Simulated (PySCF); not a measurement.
AlH2, SMILES [AlH2+], charge +1. Heavy atoms are numbered as in [AlH2+:1]. Hydrogens are named by the atom that carries them.

Coordinates come from a B3LYP-D3(BJ)/def2-TZVPD optimisation. The multiplicity is an assumed one; other spin states were not compared. The isomer is the one that the SMILES or the coordinates give; other isomers of the formula were not compared.

All values below come from HF/def2-TZVPD (PySCF).

Mulliken values depend strongly on the basis, most of all with diffuse functions as here. Atomic charges (e), one atom of each kind:

```
atom        meta-Löwdin  Mulliken
----------  -----------  --------
Al1 (AlH2)         1.06      0.86
H on Al1          -0.03      0.07
```
